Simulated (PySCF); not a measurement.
AlClH₄O₂Si, SMILES [OH][Al]([OH])[SiH2]Cl.

Geometry optimised at TPSSh-D3(BJ)/def2-SVP. The structure was generated by enumeration; whether it is a known compound was not checked. Other conformers were not sampled.

Method: B3LYP/def2-TZVP (PySCF).

The molecule is in vacuum.

Problem. Estimate the frontier levels, gap, dipole moment and polarisability. (The exact figures need the calculation; the answer reports its results.)

Solution. 
- highest occupied level = -7.72 eV
- lowest empty level = -1.25 eV
- orbital gap = 6.47 eV
- dipole moment = 0.97 D
- quadrupole, principal values (traceless, Buckingham form, about the centre of nuclear charge) = -1.97, -1.14, 3.11 D·Å
- mean static polarisability = 70.9 bohr³ (10.50 Å³)
- polarisability, principal values = 56.3, 72.5, 83.8 bohr³
